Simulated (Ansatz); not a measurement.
Basis sets compared for the cluster Pt₂Au₃⁺. Total charge 1; singlet. Geometry PBE-D4/def2-SVP. Ansatz on 4 threads of Intel Xeon on a shared host; times are rough, and most runs start from earlier orbitals.

Cartesian coordinates in Å:
```
Pt -1.500 -0.704 0.385
Pt 0.987 -0.363 0.303
Au -0.468 1.511 -0.971
Au 1.243 2.128 1.097
Au -0.262 -2.571 -0.815
```

In the def2 sets Au, Pt take a core potential; there is no spin–orbit coupling. The restricted singlet is unstable towards broken spin symmetry in Hartree–Fock (as tested in another run); at PBE-D4/def2-SVP, PBE-D4/def2-TZVP, PBE0-D4/def2-SVP, PBE0-D4/def2-TZVP this wasn't settled. No other spin state of charge 1 was run. Another isomer (singlet) lies 0.04 eV lower at PBE0-D4/def2-TZVP; other spin states weren't run for this one.

```csv
level,functions,energy (Eh),HOMO (eV),LUMO (eV),wall time
PBE-D4/def2-SVP,160,-645.9110,-9.99,-9.87,5 s
PBE0-D4/def2-SVP,160,-645.6365,-10.86,-8.87,7.5 s
```

Estimate the rows for PBE-D4/def2-TZVP (with forces), PBE0-D4/def2-TZVP.


| level | functions | energy (Eh) | HOMO (eV) | LUMO (eV) | wall time |
| --- | --- | --- | --- | --- | --- |
| PBE-D4/def2-TZVP (with forces) | 200 | -645.9527 | -9.94 | -9.84 | 9.1 s |
| PBE0-D4/def2-TZVP | 200 | -645.6782 | -10.81 | -8.82 | 14 s |
